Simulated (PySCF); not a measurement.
## Mo²⁵⁺: ionisation energy

Mo²⁵⁺ [Ne] 3s2 3p5 [3p1/2^2 3p3/2^3, M_J = 3/2] → Mo²⁶⁺ [Ne] 3s2 3p4 [3p1/2^2 3p3/2^2, M_J = 2], as a difference of total energies. All numbers are calculated (PySCF 2.14, the two-component X2C-1e Hamiltonian, in an uncontracted even-tempered set (19 s from 3.5 bohr⁻², ratio 2.4; 14 p from 4.5 bohr⁻², ratio 2.4; 5 d from 19 bohr⁻², ratio 2.6; 4 f from 29 bohr⁻², ratio 2.6)). Correlated levels: 1s2 frozen; the 56 highest virtual spinors dropped. "Screened" scales the spin-orbit matrix elements by Boettger's factors to mimic the two-electron term; Breit and QED terms are absent.

```json
{"method": "GHF (spin-free)", "ionisation energy (eV)": "1327.7"}
{"method": "GMP2 (spin-free)", "ionisation energy (eV)": "1328.7"}
{"method": "GHF (screened spin-orbit)", "ionisation energy (eV)": "1321.8"}
{"method": "GMP2 (screened spin-orbit)", "ionisation energy (eV)": "1322.8"}
```

Breit and QED terms and the two-electron picture change are absent.

The spin-free rows relax to the high-spin LS determinant and lack the spin-orbit shift.

The labels give the starting determinants; with spin-orbit coupling the two ends relaxed to ⟨J²⟩ = 3.75, ⟨L²⟩ = 2.00, ⟨S²⟩ = 0.75 and ⟨J²⟩ = 6.00, ⟨L²⟩ = 2.87, ⟨S²⟩ = 1.57.

For comparison: 1319.6 ± 1.4 eV (semi-empirical (NIST evaluation); NIST Atomic Spectra Database, ionization energies).
